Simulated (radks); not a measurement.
Values are calculated unless marked as measured or tabulated.
Neutral lithium inside a hard spherical wall (all orbitals vanish at R), configuration held at [He] 2s1 and not refilled when levels cross. Level of theory: scalar-relativistic Kohn-Sham, r2SCAN, spin-polarised, spherical densities, finite nucleus; open shells are filled with parallel spins first; meta-GGA in the generalised Kohn-Sham scheme; Fermi nuclear charge, rms radius 2.444 fm (a radial shooting solver on a logarithmic mesh with Libxc functionals). Eigenvalues in eV for spin up, with the zero of energy where the potential of the charges vanishes at infinity; a dash marks a level that is unbound or too diffuse for the functional's potential to be trusted. A positive occupied level is held by the wall or, in an anion where self-interaction has pushed it up, behind a barrier. The pressure on the wall is -dE/dV.

R (bohr)  E (hartree)  kinetic (hartree)    e(1s)   e(2s)  e(2p, empty)  e(3s, empty)  pressure (GPa)
free         -7.48070              7.442  -53.287  -3.265             -             -               0
20           -7.48070              7.442  -53.287  -3.265             -             -        < 0.0001
15           -7.48069              7.442  -53.285  -3.264             -             -        0.000101
10           -7.47957              7.451  -53.144  -3.184             -             -          0.0239
8            -7.47410              7.481  -52.738  -2.906             -             -           0.208
7            -7.46516              7.519  -52.288  -2.528             -             -           0.632
3            -6.87063              8.889  -44.610  15.823        16.392        86.838             179
2.5          -6.36958              9.867  -41.330  30.304        26.598        134.76             532
2            -5.25889             11.915  -35.416  61.186        46.343        226.53            1970
